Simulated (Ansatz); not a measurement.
Mulliken charges of `NB(Cl)CF` from ωB97M-V/def2-TZVPP in Ansatz (PBE0-D4/def2-TZVP geometry).

```csv
atom,x (Å),y (Å),z (Å),charge (e)
N1,0.844,0.853,-0.839,-0.194
B2,0.529,-0.169,0.045,0.085
Cl3,1.830,-1.153,0.720,-0.148
C4,-0.967,-0.423,0.494,0.028
F5,-1.189,-1.704,0.965,-0.237
H6,0.149,1.433,-1.277,0.129
H7,1.791,1.079,-1.091,0.143
H8,-1.669,-0.242,-0.330,0.088
H9,-1.230,0.280,1.296,0.107
```

Question: By hand: the dipole of these point charges (1 e Å = 4.8032 D).

Answer: Σ q r = (-0.138, 0.731, -0.366) e Å, of length 0.829 e Å = 3.98 D.

Question: How does the dipole of the full density compare? (Estimate.)

Answer: The calculation gave: (-0.050, 0.716, -0.429) e Å, 4.02 D; the point charges give 0.99 times that, at 8° from its direction.

Point charges leave out the atoms' own dipoles, such as those of lone pairs, and Mulliken's split depends on the basis, so the close match here is no proof of good charges.
